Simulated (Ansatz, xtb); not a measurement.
## Two isomers of CH4BeOS

Structure I: `C[S][Be][OH]`, a singlet. Structure II: `[OH][Be][CH2]S`, a singlet. Both are isolated molecules in the gas phase, relaxed with PBE0-D3(BJ)/def2-SVP; the shapes shown needn't be the lowest conformers.

I (Å):

```xyz
8

C    -1.4996   -0.2611   -0.8645
Be    0.0435   -0.0501    1.5502
O     1.2158    0.5457    2.0653
S    -1.5513   -0.8343    0.8755
H    -2.4086   -0.6407   -1.3501
H    -0.6286   -0.6637   -1.3992
H    -1.5035    0.8351   -0.9338
H     2.1393    0.3428    2.1915
```

II (Å):

```xyz
8

C    -0.2018   -0.0986    0.4793
Be   -1.0549   -1.5012    0.1443
O    -1.7843   -2.6769   -0.1227
S    -1.4989    1.2097    0.5060
H    -2.6056   -3.0106   -0.4713
H     0.4312   -0.0319    1.3776
H     0.4360    0.1796   -0.3772
H    -2.2146    0.7306    1.5475
```

Estimate which is lower in electronic energy at CCSD(T)/def2-TZVP, and by roughly how much.

The CCSD(T)/def2-TZVP calculation puts structure I lower, by 1.021 eV.

The same difference at several levels:

| level | geometry | E(II) − E(I) (eV) | departure from the last row (eV) | job, with rough time for the two |
| --- | --- | --- | --- | --- |
| PBE0-D3(BJ)/def2-SVP | PBE0-D3(BJ)/def2-SVP | +0.959 | −0.062 | optimisation, 1.9 min |
| HF/def2-TZVP | PBE0-D3(BJ)/def2-SVP | +1.107 | +0.085 | part of the CCSD(T) run |
| MP2/def2-TZVP | PBE0-D3(BJ)/def2-SVP | +1.055 | +0.034 | part of the CCSD(T) run |
| CCSD(T)/def2-TZVP | PBE0-D3(BJ)/def2-SVP | +1.021 |  | single point, 69 s |

As drawn, II has 1 C–Be, 1 S–H in place of 1 Be–S, 1 C–H.

None of the levels shown reverses the order. The largest departure from CCSD(T)/def2-TZVP is that of HF/def2-TZVP, 0.085 eV. Levels run at GFN2-xTB geometries aren't shown.

With harmonic frequencies from PBE0-D3(BJ)/def2-SVP (ideal gas, rigid rotor, one conformer each, 298.15 K, 1 atm): on the last row, ΔE + ΔZPE = +0.934, ΔH = +0.936, ΔG = +0.940 eV.

The correlated steps freeze 7 core orbitals; the last core shell of Be is correlated, in a basis made for valence electrons. Codes used: Ansatz 0.2.0; the last row on 1 thread of Arm Neoverse V1 on a shared host.
